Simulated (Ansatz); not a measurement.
AlAsF₃H₃ (`[F][Al-]([F])([F])[AsH3+]`) at its PBE0-D4/def2-TZVP geometry, where that method's forces vanish. Charge 0, multiplicity 1.

```xyz
8

F     2.3431   -0.3613   -0.1813
Al    0.8905   -1.1339   -0.3040
F     0.3399   -1.4921   -1.8175
F     0.4519   -2.1401    0.9278
As   -0.6785    0.8650    0.2319
H    -0.0691    2.2127    0.4983
H    -1.5755    0.7763    1.4344
H    -1.7023    1.2732   -0.7897
```

Question: What forces (eV/Å) does ωB97M-V/def2-TZVPP give on these atoms in Ansatz? (An estimate is asked.)

Answer: Ansatz gave: 
```
F1   0.075  0.063  0.013
Al2  0.047 -0.058 -0.017
F3  -0.046 -0.006 -0.089
F4  -0.039 -0.046  0.081
As5 -0.133  0.170  0.046
H6  -0.059 -0.110 -0.022
H7   0.072  0.015 -0.103
H8   0.083 -0.028  0.091
```
